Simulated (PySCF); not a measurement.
# BHandHLYP on Sc⁻ (scandium, charge -1)

Configuration: [Ar] 3d2 4s2, high-spin 3F determinant. All numbers are calculated (PySCF 2.14, no relativity, point nucleus, in aug-cc-pV5Z (10s9p7d5f4g3h2i, 202 functions)).

* Total energy: -760.614 hartree
* One-electron energy: -1046.400 hartree
* Hartree (Coulomb) energy: 324.934 hartree
* Exchange-correlation energy: -39.148 hartree
* Kinetic energy: 759.45760 hartree
* ⟨S²⟩: 2.0141
* ⟨L²⟩: 12.022
* Sum of ⟨r⟩: 27.06 bohr
* Sum of ⟨r²⟩: 97.65 bohr²
* Density at the nucleus (Gaussians lack the cusp): 6170 bohr⁻³
* Spin density at the nucleus: 0.101 bohr⁻³
* Langevin diamagnetic susceptibility: -77.3 ×10⁻⁶ cm³/mol
* Time after the integrals: 16 s of wall time on 1 thread of Intel(R) Xeon(R) 6975P-C (shared host)

| shell | electrons | mean orbital energy (eV) | rms radius, mean of both spins (bohr) |
| --- | --- | --- | --- |
| 1s β | 1 | -4436.5 | 0.0852 |
| 1s α | 1 | -4436.5 | 0.0852 |
| 2s α | 1 | -486.55 | 0.375 |
| 2s β | 1 | -486.19 | 0.375 |
| 2p α | 3 | -399.44 | 0.342 |
| 2p β | 3 | -399.10 | 0.342 |
| 3s α | 1 | -55.032 | 1.17 |
| 3s β | 1 | -53.448 | 1.17 |
| 3p α | 3 | -31.531 | 1.29 |
| 3p β | 3 | -29.671 | 1.29 |
| 4s α | 1 | -0.216 | 5.69 |
| 4s β | 1 | 0.147 | 5.69 |
| 3d α | 2 | 0.570 | 3.09 |

The configuration of this anion was assumed by filling the next shell in order. It is not the known or likely ground configuration (Ca⁻, Sr⁻ and Ba⁻, for instance, bind a p electron), so these values are not the electron affinity of the element. At BHandHLYP the highest occupied level has a positive energy, so only the finite basis holds that electron.
